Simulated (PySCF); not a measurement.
## Charge-transfer reorganisation: SMILES [H]/N=C/C(F)=C\C=C/C, C₆H₈FN

Geometry:
| atom | x (Å) | y (Å) | z (Å) |
| --- | --- | --- | --- |
| C1 | -2.796 | 1.250 | 0.454 |
| C2 | -1.570 | 1.338 | -0.392 |
| C3 | -0.442 | 0.599 | -0.312 |
| C4 | -0.208 | -0.455 | 0.647 |
| C5 | 0.908 | -1.207 | 0.747 |
| F6 | 0.952 | -2.149 | 1.705 |
| C7 | 2.147 | -1.190 | -0.034 |
| N8 | 2.373 | -0.400 | -1.008 |
| H9 | -2.994 | 2.217 | 0.954 |
| H10 | -3.685 | 1.036 | -0.169 |
| H11 | -2.735 | 0.474 | 1.233 |
| H12 | -1.598 | 2.105 | -1.178 |
| H13 | 0.371 | 0.794 | -1.017 |
| H14 | -0.989 | -0.694 | 1.378 |
| H15 | 2.872 | -1.948 | 0.321 |
| H16 | 3.304 | -0.575 | -1.396 |

Computed, not measured: UKS PBE0/def2-SV(P) four-point reorganisation energy, gas phase in PySCF 2.14.0. Geometry: PBE0/def2-SV(P).

Problem. What is the inner reorganisation energy for hole transfer, with the ionisation energy?

Solution. λ = 0.235 (surface of the oxidised species) + 0.239 (surface of the starting species) = 0.474 eV. The ionisation energy is 8.15 eV vertical and 7.91 eV adiabatic without zero-point energy; at the relaxed geometry of the oxidised species the two energies differ by 7.67 eV. Largest bond changes: C4–C5 1.350 → 1.399 Å, C2–C3 1.351 → 1.398 Å, C3–C4 1.444 → 1.398 Å, C5–F6 1.343 → 1.298 Å, C1–C2 1.492 → 1.466 Å. ⟨S²⟩ of the relaxed oxidised species 0.775.

Problem. What is the inner reorganisation energy for electron transfer, with the electron affinity?

Solution. λ = 0.268 (surface of the reduced species) + 0.263 (surface of the starting species) = 0.531 eV. The electron affinity is -0.07 eV vertical and 0.20 eV adiabatic without zero-point energy; at the relaxed geometry of the reduced species the two energies differ by 0.46 eV. Largest bond changes: C5–C7 1.464 → 1.409 Å, C7–N8 1.274 → 1.326 Å, C4–C5 1.350 → 1.398 Å, C5–F6 1.343 → 1.378 Å, C3–C4 1.444 → 1.418 Å. ⟨S²⟩ of the relaxed reduced species 0.773.

The highest occupied orbital of the reduced species is unbound in this basis, so its energies are rough.
